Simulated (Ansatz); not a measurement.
Reaction (cleavage of the Ge–Si bond): `F[SiH](Cl)[GeH3]` + `O[SiH](O)F` → `O[SiH](F)[O][GeH3]` + `F[SiH2]Cl`

Gas-phase electronic energies from Ansatz, PBE0-D4/def2-TZVP geometries. CCSD(T)/CBS adds triple-zeta CCSD(T) − MP2 to the extrapolated MP2 energy (def2 sets, frozen cores). This one scheme is used for every species. DFT in def2-TZVPP. B3LYP here is the variant with VWN-RPA as its local correlation; programs differ in this. HSE06 is defined as in plane-wave codes. For Ge outer-core shells are correlated without core-valence functions, which leaves a few kJ/mol of doubt a bond. Scalar relativity is left out up to krypton. One conformer a species, not always the lowest.

```json
{"level": "LDA (SPW92)", "ΔE (kcal/mol)": "-1.0", "difference from CCSD(T)/CBS": "6.0"}
{"level": "PBE-D4", "ΔE (kcal/mol)": "-2.2", "difference from CCSD(T)/CBS": "4.8"}
{"level": "revPBE-D4", "ΔE (kcal/mol)": "-2.9", "difference from CCSD(T)/CBS": "4.1"}
{"level": "BLYP-D4", "ΔE (kcal/mol)": "-5.9", "difference from CCSD(T)/CBS": "1.1"}
{"level": "r2SCAN-D4", "ΔE (kcal/mol)": "-5.5", "difference from CCSD(T)/CBS": "1.5"}
{"level": "B97M-V", "ΔE (kcal/mol)": "-7.1", "difference from CCSD(T)/CBS": "-0.1"}
{"level": "PBE0-D4", "ΔE (kcal/mol)": "-3.7", "difference from CCSD(T)/CBS": "3.3"}
{"level": "B3LYP-D4", "ΔE (kcal/mol)": "-6.8", "difference from CCSD(T)/CBS": "0.2"}
{"level": "r2SCAN0-D4", "ΔE (kcal/mol)": "-6.0", "difference from CCSD(T)/CBS": "1.0"}
{"level": "BHLYP-D4", "ΔE (kcal/mol)": "-9.0", "difference from CCSD(T)/CBS": "-2.0"}
{"level": "CAM-B3LYP-D4", "ΔE (kcal/mol)": "-8.1", "difference from CCSD(T)/CBS": "-1.1"}
{"level": "ωB97X-V", "ΔE (kcal/mol)": "-7.5", "difference from CCSD(T)/CBS": "-0.5"}
{"level": "ωB97M-V", "ΔE (kcal/mol)": "-7.0", "difference from CCSD(T)/CBS": "0.0"}
{"level": "B2PLYP", "ΔE (kcal/mol)": "-8.1", "difference from CCSD(T)/CBS": "-1.1"}
{"level": "PBE-QIDH", "ΔE (kcal/mol)": "-6.7", "difference from CCSD(T)/CBS": "0.3"}
{"level": "revPBE", "ΔE (kcal/mol)": "-2.4", "difference from CCSD(T)/CBS": "4.6"}
{"level": "BLYP", "ΔE (kcal/mol)": "-5.8", "difference from CCSD(T)/CBS": "1.2"}
{"level": "r2SCAN", "ΔE (kcal/mol)": "-5.5", "difference from CCSD(T)/CBS": "1.5"}
{"level": "PBE0", "ΔE (kcal/mol)": "-3.7", "difference from CCSD(T)/CBS": "3.3"}
{"level": "r2SCANh", "ΔE (kcal/mol)": "-5.7", "difference from CCSD(T)/CBS": "1.3"}
{"level": "r2SCAN0", "ΔE (kcal/mol)": "-6.0", "difference from CCSD(T)/CBS": "1.0"}
{"level": "HSE06", "ΔE (kcal/mol)": "-3.7", "difference from CCSD(T)/CBS": "3.3"}
{"level": "BHLYP", "ΔE (kcal/mol)": "-9.2", "difference from CCSD(T)/CBS": "-2.2"}
{"level": "CAM-B3LYP", "ΔE (kcal/mol)": "-8.1", "difference from CCSD(T)/CBS": "-1.1"}
{"level": "LC-ωPBE", "ΔE (kcal/mol)": "-5.7", "difference from CCSD(T)/CBS": "1.3"}
{"level": "RPA@PBE/def2-TZVPP", "ΔE (kcal/mol)": "-9.5", "difference from CCSD(T)/CBS": "-2.5"}
{"level": "HF/def2-SVP", "ΔE (kcal/mol)": "-13.9", "difference from CCSD(T)/CBS": "-6.9"}
{"level": "MP2/def2-SVP", "ΔE (kcal/mol)": "-11.3", "difference from CCSD(T)/CBS": "-4.3"}
{"level": "CCSD/def2-SVP", "ΔE (kcal/mol)": "-10.8", "difference from CCSD(T)/CBS": "-3.8"}
{"level": "CCSD(T)/def2-SVP", "ΔE (kcal/mol)": "-10.5", "difference from CCSD(T)/CBS": "-3.5"}
{"level": "MP2/def2-TZVPP", "ΔE (kcal/mol)": "-9.1", "difference from CCSD(T)/CBS": "-2.1"}
{"level": "SCS-MP2/def2-TZVPP", "ΔE (kcal/mol)": "-10.8", "difference from CCSD(T)/CBS": "-3.8"}
{"level": "CCSD/def2-TZVPP", "ΔE (kcal/mol)": "-8.8", "difference from CCSD(T)/CBS": "-1.8"}
{"level": "CCSD(T)/def2-TZVPP", "ΔE (kcal/mol)": "-8.3", "difference from CCSD(T)/CBS": "-1.3"}
{"level": "HF/def2-QZVPP", "ΔE (kcal/mol)": "-14.2", "difference from CCSD(T)/CBS": "-7.2"}
{"level": "MP2/def2-QZVPP", "ΔE (kcal/mol)": "-8.5", "difference from CCSD(T)/CBS": "-1.5"}
{"level": "SCS-MP2/def2-QZVPP", "ΔE (kcal/mol)": "-10.3", "difference from CCSD(T)/CBS": "-3.3"}
{"level": "HF/CBS(def2)", "ΔE (kcal/mol)": "-14.3", "difference from CCSD(T)/CBS": "-7.3"}
{"level": "MP2/CBS(def2)", "ΔE (kcal/mol)": "-7.7", "difference from CCSD(T)/CBS": "-0.7"}
{"level": "CCSD/CBS(def2)", "ΔE (kcal/mol)": "-7.5", "difference from CCSD(T)/CBS": "-0.5"}
{"level": "CCSD(T)/CBS", "ΔE (kcal/mol)": "-7.0", "difference from CCSD(T)/CBS": "0"}
```

Largest T1 diagnostic among the species: 0.012.

Leaving LDA and LC-ωPBE aside and taking each functional with its dispersion term where it has one, the values spread over 6.9 kcal/mol, from BHLYP-D4 to PBE-D4. LDA lies +1.2 kcal/mol from PBE without D4. From BLYP to BHLYP (50 % exact exchange), in def2-TZVPP and without D4, ΔE moves by −3.4 kcal/mol. In def2-TZVPP, CCSD(T) changes the Hartree–Fock value by +5.4 kcal/mol (the triples alone add +0.5 kcal/mol) and MP2 by +4.7 kcal/mol.
